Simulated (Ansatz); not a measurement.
ClFH$_{2}$OSiSn (`F[Si@H]1[O][Sn@H]1[Cl]`). The species carries charge 0 and has multiplicity 1. Sn takes the def2 core potential. The structure was optimised at the PBE0-D4/def2-TZVP level.

```xyz
7

F    -0.382   -1.350   -1.960
Si   -0.582   -0.011   -1.146
O    -1.208   -0.058    0.311
Sn    0.844    0.392    0.849
Cl    1.575   -1.523    1.965
H    -0.963    1.019   -2.132
H     0.716    1.533    2.113
```

**Question.** What is the dipole moment at B3LYP/def2-TZVPP? (An estimate is asked.)

**Answer.** Computed: 3.72 D, with components (0.61, 3.12, -1.92) D in this frame, pointing from negative to positive charge.

**Question.** And with PBE, r2SCAN, ωB97M-V? (Estimate.)

**Answer.** The calculation gave: PBE 3.42 D, r2SCAN 3.56 D, ωB97M-V 3.76 D.

**Question.** Give the Mulliken charges with B3LYP, ωB97M-V, PBE in def2-TZVPP. (Estimate.)

**Answer.** Computed: 
```tsv
atom	B3LYP	ωB97M-V	PBE
F1	-0.28	-0.27	-0.24
Si2	0.63	0.61	0.53
O3	-0.53	-0.52	-0.45
Sn4	0.70	0.60	0.65
Cl5	-0.37	-0.34	-0.35
H6	-0.05	-0.01	-0.05
H7	-0.10	-0.06	-0.09
```

B3LYP here is the variant with VWN-RPA as its local correlation; programs differ in this.
